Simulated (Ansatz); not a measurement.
Basis-set series for Cl4Ga2H2, SMILES `[Cl][Ga@H-]1[Cl+][Ga@@H-]([Cl])[Cl+]1`. Charge 0, multiplicity 1. The structure was optimised at the PBE0-D4/def2-TZVP level.

```tsv
functional	basis	functions	energy (Eh)	HOMO (eV)	LUMO (eV)
PBE0-D4	def2-SVP	146	-5689.79428	-8.91	-0.81
PBE0-D4	def2-QZVPP	518	-5691.05750	-9.02	-1.13
ωB97M-V	def2-SVP	146	-5690.61004	-11.08	0.98
ωB97M-V	def2-QZVPP	518	-5691.85613	-11.25	0.53
```

Question: Give the rows for def2-TZVPP. (An estimate is asked.)

Answer: Computed: 
| functional | basis | functions | energy (Eh) | HOMO (eV) | LUMO (eV) |
| --- | --- | --- | --- | --- | --- |
| PBE0-D4 | def2-TZVPP | 292 | -5690.91743 | -9.00 | -1.03 |
| ωB97M-V | def2-TZVPP | 292 | -5691.72145 | -11.22 | 0.78 |

Positive LUMOs are unbound and depend on the basis. Scalar relativity is left out up to krypton.
